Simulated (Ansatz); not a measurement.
Geometry optimisation, DFT LDA, scalar-relativistic, plane waves, PAW (Ansatz 0.2.0).

input.yaml

```yaml
crystal:
  lattice:
    - [7.398, 0.0, 0.0]
    - [-3.699, 6.406856, 0.0]
    - [0.0, 0.0, 13.0]
  atoms:
    - { symbol: C, position: [0.0, 0.0, 0.0769231] }
    - { symbol: C, position: [0.2222222, 0.1111111, 0.0769231] }
    - { symbol: C, position: [0.0, 0.3333333, 0.0769231] }
    - { symbol: C, position: [0.2222222, 0.4444444, 0.0769231] }
    - { symbol: C, position: [0.0, 0.6666667, 0.0769231] }
    - { symbol: C, position: [0.2222222, 0.7777778, 0.0769231] }
    - { symbol: C, position: [0.3333333, 0.0, 0.0769231] }
    - { symbol: C, position: [0.5555556, 0.1111111, 0.0769231] }
    - { symbol: C, position: [0.3333333, 0.3333333, 0.0769231] }
    - { symbol: C, position: [0.5555556, 0.4444444, 0.0769231] }
    - { symbol: C, position: [0.3333333, 0.6666667, 0.0769231] }
    - { symbol: C, position: [0.5555556, 0.7777778, 0.0769231] }
    - { symbol: C, position: [0.6666667, 0.0, 0.0769231] }
    - { symbol: C, position: [0.8888889, 0.1111111, 0.0769231] }
    - { symbol: C, position: [0.6666667, 0.3333333, 0.0769231] }
    - { symbol: C, position: [0.8888889, 0.4444444, 0.0769231] }
    - { symbol: C, position: [0.6666667, 0.6666667, 0.0769231] }
    - { symbol: C, position: [0.8888889, 0.7777778, 0.0769231] }
    - { symbol: "N", position: [0.5539893, 0.7722643, 0.1915385], spin: 1.0 }
    - { symbol: O, position: [0.5539893, 0.7722643, 0.2823077] }
magnetization:
  spin_polarized: true
basis:
  ecutwfc: 420.0
kpoints:
  mp_grid: { grid: [2, 2, 1] }
hamiltonian:
  xc: lda
scf:
  occupations: { method: gaussian, width: 0.02 }
  lower_state_search: "off"
relax:
  f_tol: 0.03
  max_steps: 60
  adjacent_minimum: "off"
```

Launched with:

```bash
$ ansatz run input.yaml --threads 2 --pin off --max-ram 5120MiB --backend cpu --events-out ev --progress --plain --runs-dir out
```

Problem. Where does it end, and by what steps?

Solution. The run converged. Limits of this set-up: coarse k mesh, slab without dipole correction. After 22 steps the energy has fallen by 3.841 eV; O20 moved furthest, 1.36 Å. Parted: C12–N19 (1.49 → 2.38 Å).

```json
{"step": "0", "energy less start (eV)": "0.0000", "largest force component (eV/Å)": "3.648", "accepted": "yes"}
{"step": "1", "energy less start (eV)": "-0.8950", "largest force component (eV/Å)": "3.646", "accepted": "yes"}
{"step": "2", "energy less start (eV)": "-1.6441", "largest force component (eV/Å)": "3.689", "accepted": "yes"}
{"step": "3", "energy less start (eV)": "-2.7717", "largest force component (eV/Å)": "3.275", "accepted": "yes"}
{"step": "4", "energy less start (eV)": "-3.3586", "largest force component (eV/Å)": "1.025", "accepted": "yes"}
{"step": "5", "energy less start (eV)": "-3.4434", "largest force component (eV/Å)": "0.741", "accepted": "yes"}
{"step": "6", "energy less start (eV)": "-3.5254", "largest force component (eV/Å)": "3.012", "accepted": "yes"}
{"step": "7", "energy less start (eV)": "-3.6069", "largest force component (eV/Å)": "1.422", "accepted": "yes"}
{"step": "8", "energy less start (eV)": "-3.6470", "largest force component (eV/Å)": "1.319", "accepted": "yes"}
{"step": "9", "energy less start (eV)": "-3.6974", "largest force component (eV/Å)": "1.770", "accepted": "yes"}
{"step": "10", "energy less start (eV)": "-3.7416", "largest force component (eV/Å)": "1.285", "accepted": "yes"}
{"step": "11", "energy less start (eV)": "-3.7622", "largest force component (eV/Å)": "0.119", "accepted": "yes"}
{"step": "12", "energy less start (eV)": "-3.7660", "largest force component (eV/Å)": "0.062", "accepted": "yes"}
{"step": "13", "energy less start (eV)": "-3.7714", "largest force component (eV/Å)": "0.697", "accepted": "yes"}
{"step": "14", "energy less start (eV)": "-3.7825", "largest force component (eV/Å)": "0.975", "accepted": "yes"}
{"step": "15", "energy less start (eV)": "-3.8041", "largest force component (eV/Å)": "0.819", "accepted": "yes"}
{"step": "16", "energy less start (eV)": "-3.8238", "largest force component (eV/Å)": "0.592", "accepted": "yes"}
{"step": "17", "energy less start (eV)": "-3.8354", "largest force component (eV/Å)": "0.569", "accepted": "yes"}
{"step": "18", "energy less start (eV)": "-3.8350", "largest force component (eV/Å)": "0.281", "accepted": "no"}
{"step": "19", "energy less start (eV)": "-3.8398", "largest force component (eV/Å)": "0.050", "accepted": "yes"}
{"step": "20", "energy less start (eV)": "-3.8410", "largest force component (eV/Å)": "0.150", "accepted": "yes"}
{"step": "21", "energy less start (eV)": "-3.8404", "largest force component (eV/Å)": "0.152", "accepted": "no"}
{"step": "22", "energy less start (eV)": "-3.8415", "largest force component (eV/Å)": "0.029", "accepted": "yes"}
```

```xyz
20
Lattice="7.3980 0.0000 0.0000 -3.6990 6.4069 0.0000 0.0000 0.0000 13.0000" Properties=species:S:1:pos:R:3
C 0.098 -0.026 0.957
C 1.328 0.685 0.969
C -1.137 2.103 0.957
C 0.101 2.815 0.968
C -2.377 4.241 0.952
C -1.135 4.961 0.948
C 2.561 -0.036 0.970
C 3.805 0.682 0.971
C 1.322 2.105 0.974
C 2.570 2.826 0.974
C 0.093 4.245 0.974
C 1.332 4.960 0.974
C 5.025 -0.025 0.949
C 6.269 0.690 0.952
C 3.798 2.111 0.969
C 5.028 2.820 0.957
C 2.566 4.238 0.969
C 3.801 4.954 0.957
N 0.635 4.724 3.243
O 0.093 5.671 3.576
```

Whether the end is a true minimum wasn't checked by a vibrational analysis.

Time of the run: 3.5 min on 2 threads of INTEL(R) XEON(R) PLATINUM 8581C CPU @ 2.10GHz (Emerald Rapids), on a shared host, peak memory 1 GiB.
